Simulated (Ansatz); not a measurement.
Born–Oppenheimer molecular dynamics of C2H7AlCl2 (12 atoms, charge 0, multiplicity 1). It starts from a rough guess of a transition structure, not a stationary point.

Theory: Ansatz, UKS PBE0/STO-3G.

```yaml
ensemble: NVE (velocity Verlet)
time_step: 0.5 fs
steps_asked: 150
starting_velocities_drawn_for: 1000 K
seed: 148063
```

Frames 5 fs apart, positions in Å, forces in eV/Å.

Velocities at 5.0 fs (Å/ps):

```
Al 4.42 -10.47 1.13
C -4.99 8.81 0.57
C -3.57 0.92 4.91
Cl -0.36 0.45 0.06
Cl 0.09 1.72 -2.30
H 36.39 37.26 2.44
H -1.25 44.18 10.73
H 10.45 20.06 11.47
H -84.82 -45.15 -45.63
H 17.39 15.05 34.67
H 2.14 2.58 -4.40
H 13.21 13.67 -26.10
```

```xyz
12
Properties=species:S:1:pos:R:3:forces:R:3 time_fs=5.0 energy_less_start_eV=-0.016 T=1011
Al -0.527 1.437 0.963 2.87 -0.91 -5.93
C -0.066 -0.060 -0.642 -3.48 -0.08 1.93
C 0.274 -1.559 -0.419 1.46 0.56 1.41
Cl -0.802 0.591 2.709 -0.37 -0.92 2.60
Cl -1.191 3.124 -0.051 0.01 -0.06 0.56
H 1.024 0.959 -0.048 0.48 0.50 1.67
H 1.478 1.461 0.535 -0.28 0.43 -0.19
H 0.059 0.131 -1.714 -0.29 0.87 0.14
H -1.171 -0.088 -0.424 -0.29 -0.29 -1.64
H -0.380 -2.304 -0.946 0.65 0.83 0.15
H 1.350 -1.658 -0.701 -0.74 -0.71 -0.03
H 0.222 -1.771 0.676 -0.02 -0.22 -0.68
12
Properties=species:S:1:pos:R:3:forces:R:3 time_fs=10.0 energy_less_start_eV=-1.658 T=2283
Al -0.497 1.380 0.939 -0.18 -1.35 -6.45
C -0.152 -0.022 -0.615 -6.01 -1.05 0.38
C 0.282 -1.532 -0.390 0.35 1.34 0.95
Cl -0.805 0.591 2.718 -0.30 -0.54 2.60
Cl -1.190 3.132 -0.060 0.37 -0.59 1.12
H 1.286 1.227 0.133 -0.26 -1.70 -1.53
H 1.519 1.723 0.555 2.04 2.48 1.81
H 0.110 0.323 -1.652 0.45 0.16 1.17
H -1.338 -0.273 -0.805 2.90 1.27 0.41
H -0.359 -2.277 -0.871 -0.24 0.24 -0.28
H 1.289 -1.713 -0.727 0.94 -0.12 -0.35
H 0.277 -1.759 0.681 -0.08 -0.12 0.18
12
Properties=species:S:1:pos:R:3:forces:R:3 time_fs=15.0 energy_less_start_eV=-2.855 T=3205
Al -0.467 1.311 0.861 -1.82 -0.26 -2.70
C -0.325 0.001 -0.573 3.59 -0.58 -0.51
C 0.306 -1.481 -0.346 -0.22 -0.10 -0.28
Cl -0.810 0.587 2.745 0.15 0.30 0.70
Cl -1.187 3.136 -0.061 0.66 -1.02 1.21
H 1.640 1.501 0.325 0.36 0.54 0.28
H 1.807 2.151 0.664 -0.01 -0.47 -0.20
H 0.253 0.556 -1.363 0.39 -0.60 0.82
H -1.137 -0.255 -1.203 -2.52 0.29 0.07
H -0.381 -2.197 -0.853 0.19 0.37 0.46
H 1.309 -1.770 -0.788 -0.84 1.28 0.57
H 0.316 -1.773 0.726 0.08 0.24 -0.42
12
Properties=species:S:1:pos:R:3:forces:R:3 time_fs=20.0 energy_less_start_eV=-2.070 T=2603
Al -0.453 1.242 0.759 -3.40 1.73 2.32
C -0.451 0.005 -0.553 3.50 -2.06 -2.47
C 0.318 -1.422 -0.305 -3.98 0.83 0.24
Cl -0.814 0.584 2.776 0.66 0.86 -1.15
Cl -1.179 3.133 -0.055 0.91 -1.29 1.08
H 2.073 1.806 0.557 0.20 2.55 0.69
H 2.121 2.580 0.758 -0.20 -2.59 -0.65
H 0.444 0.643 -0.918 -1.09 -0.93 -1.51
H -1.239 -0.102 -1.409 1.76 0.68 2.04
H -0.409 -2.091 -0.780 0.41 -0.69 0.08
H 1.261 -1.584 -0.782 1.15 0.46 -0.63
H 0.375 -1.753 0.745 0.10 0.45 -0.03
12
Properties=species:S:1:pos:R:3:forces:R:3 time_fs=25.0 energy_less_start_eV=-1.605 T=2239
Al -0.468 1.187 0.677 -3.69 3.38 5.51
C -0.497 -0.029 -0.564 3.85 -0.93 -0.11
C 0.275 -1.349 -0.270 -0.34 -1.03 -1.83
Cl -0.813 0.588 2.800 0.83 0.97 -2.22
Cl -1.165 3.121 -0.041 0.93 -1.36 0.85
H 2.526 2.189 0.814 -0.07 0.61 0.03
H 2.423 2.924 0.835 0.05 -0.64 -0.02
H 0.438 0.548 -0.797 0.05 0.37 -2.05
H -1.164 0.193 -1.371 -0.55 -0.90 -0.92
H -0.365 -2.140 -0.704 0.79 -0.32 0.04
H 1.284 -1.279 -0.814 -1.66 -0.78 0.94
H 0.447 -1.635 0.788 -0.20 0.63 -0.22
12
Properties=species:S:1:pos:R:3:forces:R:3 time_fs=30.0 energy_less_start_eV=-1.478 T=2146
Al -0.516 1.161 0.642 -2.77 3.24 5.51
C -0.471 -0.069 -0.591 0.26 4.19 -5.24
C 0.213 -1.299 -0.261 0.59 -4.45 1.16
Cl -0.807 0.598 2.809 0.70 0.90 -2.64
Cl -1.145 3.100 -0.021 0.68 -1.02 0.62
H 2.963 2.606 1.055 1.07 -2.94 0.60
H 2.738 3.228 0.928 -1.08 2.93 -0.60
H 0.384 0.495 -1.106 -0.63 -0.17 0.26
H -1.165 0.238 -1.431 -0.35 -2.14 1.19
H -0.159 -2.285 -0.614 -0.30 0.72 0.27
H 1.129 -1.135 -0.736 2.52 -1.05 -0.91
H 0.483 -1.384 0.811 -0.68 -0.21 -0.22
12
Properties=species:S:1:pos:R:3:forces:R:3 time_fs=35.0 energy_less_start_eV=-2.855 T=3203
Al -0.588 1.163 0.654 -1.66 1.08 3.16
C -0.429 -0.045 -0.703 -2.36 0.32 -3.20
C 0.185 -1.316 -0.244 5.61 -0.47 0.12
Cl -0.796 0.614 2.800 0.44 0.72 -2.50
Cl -1.120 3.072 0.003 0.24 -0.06 0.43
H 3.407 2.998 1.298 0.16 -0.25 0.13
H 3.043 3.555 1.019 -0.17 0.25 -0.13
H 0.236 0.430 -1.420 0.39 0.18 -0.36
H -1.356 -0.153 -1.343 0.60 0.02 1.24
H -0.067 -2.336 -0.502 -1.55 -0.20 -0.15
H 1.243 -1.251 -0.709 -1.48 -0.50 1.12
H 0.388 -1.207 0.831 -0.22 -1.08 0.14
12
Properties=species:S:1:pos:R:3:forces:R:3 time_fs=40.0 energy_less_start_eV=-2.927 T=3263
Al -0.674 1.174 0.693 0.04 -1.57 -0.45
C -0.421 -0.015 -0.861 -1.97 -3.13 1.38
C 0.242 -1.353 -0.223 -2.21 0.14 0.75
Cl -0.783 0.634 2.775 0.15 0.42 -1.64
Cl -1.093 3.045 0.030 -0.24 1.32 0.16
H 3.850 3.425 1.547 -1.67 1.39 -1.47
H 3.346 3.846 1.103 1.66 -1.39 1.47
H 0.123 0.378 -1.774 -0.82 -0.50 1.12
H -1.483 -0.487 -1.127 2.35 2.14 -0.02
H -0.285 -2.347 -0.406 0.35 1.64 -0.27
H 1.242 -1.491 -0.524 2.06 -0.13 -0.54
H 0.226 -1.238 0.884 0.29 -0.34 -0.48
12
Properties=species:S:1:pos:R:3:forces:R:3 time_fs=45.0 energy_less_start_eV=-1.707 T=2318
Al -0.761 1.172 0.728 1.36 -2.68 -3.24
C -0.433 -0.033 -0.987 1.21 -1.89 7.83
C 0.289 -1.383 -0.197 0.27 1.13 -1.16
Cl -0.768 0.658 2.739 -0.05 0.01 -0.23
Cl -1.069 3.026 0.058 -0.50 2.32 -0.08
H 4.241 3.906 1.752 -1.29 0.42 -1.24
H 3.702 4.083 1.231 1.29 -0.42 1.24
H -0.098 0.263 -1.965 0.34 0.31 -0.49
H -1.383 -0.519 -0.917 -1.66 0.22 -1.66
H -0.466 -2.146 -0.400 0.83 -1.05 -0.82
H 1.388 -1.719 -0.378 -2.37 0.82 -0.18
H 0.147 -1.333 0.896 0.56 0.83 0.04
12
Properties=species:S:1:pos:R:3:forces:R:3 time_fs=50.0 energy_less_start_eV=-1.326 T=2026
Al -0.836 1.147 0.736 1.64 -2.37 -4.64
C -0.426 -0.085 -0.978 -2.57 -0.78 3.20
C 0.318 -1.389 -0.192 -5.35 1.47 -1.32
Cl -0.753 0.682 2.701 -0.08 -0.36 1.06
Cl -1.047 3.022 0.085 -0.49 2.28 -0.14
H 4.582 4.380 1.906 1.52 0.17 1.59
H 4.107 4.326 1.411 -1.52 -0.17 -1.59
H -0.293 0.169 -2.103 1.14 0.09 2.44
H -1.538 -0.473 -1.055 2.19 0.37 0.19
H -0.454 -2.107 -0.543 1.10 -0.76 0.85
H 1.264 -1.824 -0.319 2.36 0.01 -1.17
H 0.173 -1.272 0.902 0.06 0.04 -0.48
12
Properties=species:S:1:pos:R:3:forces:R:3 time_fs=55.0 energy_less_start_eV=-2.410 T=2864
Al -0.897 1.101 0.704 1.53 -1.37 -4.21
C -0.453 -0.151 -0.886 -0.64 0.85 3.19
C 0.280 -1.376 -0.217 0.89 -1.72 -1.56
Cl -0.740 0.703 2.670 -0.07 -0.47 1.32
Cl -1.029 3.033 0.112 -0.38 1.37 -0.06
H 4.931 4.839 2.065 1.24 0.73 1.39
H 4.504 4.586 1.585 -1.24 -0.73 -1.39
H -0.185 0.153 -1.877 2.09 1.30 -0.48
H -1.448 -0.407 -1.200 -1.46 -1.47 0.60
H -0.269 -2.281 -0.540 -0.42 0.11 0.92
H 1.350 -1.779 -0.463 -1.70 2.31 0.15
H 0.222 -1.201 0.864 0.14 -0.92 0.13
12
Properties=species:S:1:pos:R:3:forces:R:3 time_fs=60.0 energy_less_start_eV=-3.119 T=3411
Al -0.944 1.044 0.636 0.78 0.44 -0.92
C -0.500 -0.200 -0.756 -1.52 1.60 -2.67
C 0.241 -1.391 -0.263 1.27 -1.83 3.31
Cl -0.726 0.722 2.647 -0.14 -0.33 0.51
Cl -1.013 3.054 0.138 -0.26 0.12 -0.03
H 5.278 5.316 2.225 -0.95 -1.24 -1.19
H 4.903 4.827 1.758 0.95 1.24 1.19
H 0.251 0.328 -1.524 -2.92 -1.07 1.46
H -1.495 -0.575 -1.199 1.78 1.16 -0.20
H -0.129 -2.434 -0.352 -0.26 0.77 -1.06
H 1.248 -1.306 -0.638 0.82 -0.69 -0.16
H 0.319 -1.313 0.842 0.46 -0.18 -0.23
```

Of the whole run (75 fs, mean temperature of the second half 2641 K): The conserved energy stayed within 0.63 meV per atom of its start (net change 0.12 meV per atom), so the integration is sound. The system heated up, since it started high on the potential surface and ran downhill. A run of 0.075 ps of so small a system gives no equilibrium averages. The orbitals stay closed-shell, which can raise the energy where a bond breaks towards radicals; this wasn't checked here. Limits of this set-up: minimal basis.

Run time: 7.9 min on 1 thread of Intel(R) Xeon(R) Platinum 8488C (Sapphire Rapids) (shared host), peak memory 0.2 GiB.
